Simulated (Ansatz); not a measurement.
Calculated with Ansatz (gas phase, PBE0-D4/def2-TZVP geometries, no zero-point term in ΔE). CCSD(T)/CBS is the MP2 limit (def2-TZVPP, def2-QZVPP) plus CCSD(T) − MP2 in def2-TZVPP, frozen cores. DFT in def2-TZVPP. B3LYP here is the variant with VWN-RPA as its local correlation; programs differ in this. HSE06 is defined as in plane-wave codes. For Ga outer-core shells are correlated without core-valence functions, which leaves a few kJ/mol of doubt a bond. Scalar relativity is left out up to krypton. One conformer a species, not always the lowest.

`O=CC(F)S` + `[SH][GaH2]` → `O=C[S][GaH2]` + `FCS`  (substitution at a C–C bond)

```csv
level,ΔE (kcal/mol),difference from CCSD(T)/CBS
B97M-V,-3.8,-0.7
B3LYP-D4,-4.7,-1.6
HSE06-D4,-4.5,-1.4
ωB97X-V,-2.2,0.9
ωB97M-V,-2.2,0.9
revPBE,-7.0,-3.9
r2SCAN0,-3.8,-0.7
BHLYP,-2.7,0.4
MP2/def2-SVP,-0.2,2.9
MP2/def2-QZVPP,-4.0,-0.9
CCSD(T)/CBS,-3.1,0
```

Largest T1 diagnostic among the species: 0.016.

In def2-TZVPP, CCSD(T) changes the Hartree–Fock value by −1.5 kcal/mol (the triples alone add −0.8 kcal/mol) and MP2 by −2.6 kcal/mol. From PBE to PBE0 (25 % exact exchange), in def2-TZVPP and without D4, ΔE moves by +1.8 kcal/mol. Leaving LDA and LC-ωPBE aside and taking each functional with its dispersion term where it has one, the values, not all of them listed here, spread over 4.3 kcal/mol, from revPBE-D4 to ωB97M-V. LDA lies +2.0 kcal/mol from PBE without D4.
